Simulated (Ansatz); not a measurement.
Breaking a bond: OH (cation, charge +1), triplet.

Level of theory: Ansatz (a quantum-chemistry and plane-wave program) with CCSDT(Q)/B on ROHF/aug-cc-pVDZ, frozen core.

The batch members p0 to p7 hold the bond at 0.79, 0.82, 0.89, 0.95, 0.97, 1.01, 1.04, 1.06 Å.

Ansatz input:

Ansatz 0.2 input:
```yaml
# input.yaml
basis:
  gaussian: { orbitals: aug-cc-pvdz }
correlation:
  method: ccsdt_q
  electrons: outside_noble_gas
scf:
  omitted_lower_state_checks: [cluster_reference, increment]
batch:
  members: [p0.yaml, p1.yaml, p2.yaml, p3.yaml, p4.yaml, p5.yaml, p6.yaml, p7.yaml]

# p4.yaml, one of the 8 members of this batch
crystal:
  periodic: [false, false, false]
  atoms:
    - { symbol: O, position_ang: [0.0, 0.0, 0.0] }
    - { symbol: H, position_ang: [0.0, 0.0, 0.97] }
total_charge: 1
magnetization:
  spin_polarized: false
  initial_magnetization: 2
```

Lines of the output on each member:

```
Member 0: Total energy: -2042.16825199 eV, -75.0482990294 hartree
Member 0: Checks for a lower state left out: cluster_reference, increment
Member 2: Total energy: -2043.55868708 eV, -75.0993965763 hartree
Member 2: Checks for a lower state left out: cluster_reference, increment
Member 3: Total energy: -2043.91700822 eV, -75.1125646353 hartree
Member 3: Checks for a lower state left out: cluster_reference, increment
Member 1: Total energy: -2042.72169914 eV, -75.0686378369 hartree
Member 1: Checks for a lower state left out: cluster_reference, increment
Member 5: Total energy: -2044.05792056 eV, -75.1177430685 hartree
Member 5: Checks for a lower state left out: cluster_reference, increment
Member 6: Total energy: -2044.07064407 eV, -75.1182106486 hartree
Member 6: Checks for a lower state left out: cluster_reference, increment
Member 7: Total energy: -2044.06267944 eV, -75.1179179540 hartree
Member 7: Checks for a lower state left out: cluster_reference, increment
Member 4: Total energy: -2043.98396778 eV, -75.1150253537 hartree
Member 4: Checks for a lower state left out: cluster_reference, increment
```

The T1 diagnostic of CCSD on the restricted reference of ROCCSDT(Q) exceeds 0.045 at 1.71 to 4.10 Å.
